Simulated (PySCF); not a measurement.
## Fractional electron number in Mo⁻ (molybdenum, charge -1)

The 5s beta orbital of [Kr] 4d5 5s2 is emptied in steps (occupation f), with all orbitals relaxed, ending at [Kr] 4d5 5s1. Computed with PySCF 2.14 in def2-TZVPPD with the def2 core potential (28 electrons), with scalar relativity through the core potential. The exact energy is a straight line in f; departures are measured from the line between the end points of the same method.

| f | CAM-B3LYP (eV) |
| --- | --- |
| 1 | 0.000 |
| 0.8 | -0.140 |
| 0.6 | -0.213 |
| 0.4 | -0.218 |
| 0.2 | -0.149 |
| 0 | 0.000 |

```tsv
method	E(f=0) − E(f=1) (eV)	−ε at f=1 (eV)	−ε at f=0.4 (eV)
CAM-B3LYP	0.472	-0.389	0.628
```

Orbital energy along the path (eV):

```tsv
f	CAM-B3LYP
1	0.389
0.8	0.063
0.6	-0.275
0.4	-0.628
0.2	-1.009
0	-1.399
```

At f = 1 the orbital energy is positive for CAM-B3LYP: only the finite basis holds the electron.

Reference removal energy between the ground levels: 0.747 eV (measured; photodetachment measurements, as compiled on the Wikipedia data page of electron affinities).
